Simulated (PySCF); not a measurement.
boroxine cation (B3H3O3), SMILES B1OBOBO1 (connectivity only; charge and spin as stated), charge +1, multiplicity 2.

Geometry optimised at B3LYP-D3(BJ)/def2-SVP. The spin state was assumed, not searched.

Level of theory: TDA-B3LYP/def2-SVPD in PySCF 2.14.0.

Vertical excitations. The molecule is in vacuum.

Computed UV-visible absorptions:
```csv
state,energy (eV),λ (nm),f,main pairs
root 1,0.98,1264,0.000,β HOMO→LUMO 98 %
root 2,1.92,647,0.000,β HOMO−2→LUMO 99 %
root 3,1.93,643,0.000,β HOMO−4→LUMO 100 %
root 4,2.71,458,0.062,"β HOMO−5→LUMO 54 %, β HOMO−1→LUMO 45 %"
root 5,2.97,417,0.082,β HOMO−3→LUMO 96 %
root 6,3.13,396,0.180,"β HOMO−1→LUMO 49 %, β HOMO−5→LUMO 46 %"
root 7,4.20,295,0.000,β HOMO−6→LUMO 99 %
root 8,5.53,224,0.015,β HOMO−7→LUMO 93 %
root 9,6.57,189,0.004,β HOMO−8→LUMO 91 %
root 10,6.95,178,0.001,"α HOMO→LUMO 21 %, β HOMO→LUMO+1 64 %"
```
Unrestricted roots are not spin-pure.
